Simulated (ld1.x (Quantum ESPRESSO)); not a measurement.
# Ranking ultrasoft potentials for Cl

All share these settings but for the change named:

```json
{"Element": "Cl", "Generator": "ld1.x (Quantum ESPRESSO) 7.5", "Type": "ultrasoft", "Functional": "PBE", "Relativity": "non-relativistic", "Frozen core": "[Ne]", "Valence charge": "7", "Reference configuration": "3s2 3p5", "Partial waves": "3s (bound): rcut 1.25, rcutus 1.50 bohr; 3s channel at -1.2 Ry: rcut 1.25, rcutus 1.50 bohr; 3p (bound): rcut 1.10, rcutus 1.40 bohr; 3p channel at 0.1 Ry: rcut 1.10, rcutus 1.40 bohr; 3d channel at -0.1 Ry: rcut 1.35, rcutus 1.75 bohr; 3d channel at 2.25 Ry: rcut 1.35, rcutus 1.75 bohr", "Local potential": "all-electron potential smoothed inside 1.70 bohr (lloc = -2)", "Core correction": "none", "Augmentation charge": "PSQ, radius 1.05 bohr"}
```

Test errors are all-electron minus pseudo excitation energies from the reference, over 3s2 3p4; 3s2 3p3; 3s2 3p2; 3s2 3p4.5; 3s2 3p1; 3s2 3p5.3; 3s1 3p6. None of these files shows a bound ghost.

The base gives 52.8 meV.

Of 6 variants that were run, those that failed, showed a ghost or another fault, or gave nearly equal values are left out.

A variant can come out equal or close to the base, since the largest error may sit in a test that the change hardly touches while other tests move.

Question: Rank these variants by their largest absolute test error, smallest first.
A. waves 3p (bound): rcut 1.10, rcutus 1.36 bohr; 3p channel at 0.1 Ry: rcut 1.10, rcutus 1.36 bohr
B. waves 3p (bound): rcut 1.10, rcutus 2.02 bohr; 3p channel at 0.1 Ry: rcut 1.10, rcutus 2.02 bohr
C. waves 3p (bound): rcut 0.96, rcutus 1.02 bohr; 3p channel at 0.1 Ry: rcut 0.96, rcutus 1.02 bohr

Answer: A (49.0 meV), C (78.1 meV), B (90.1 meV).
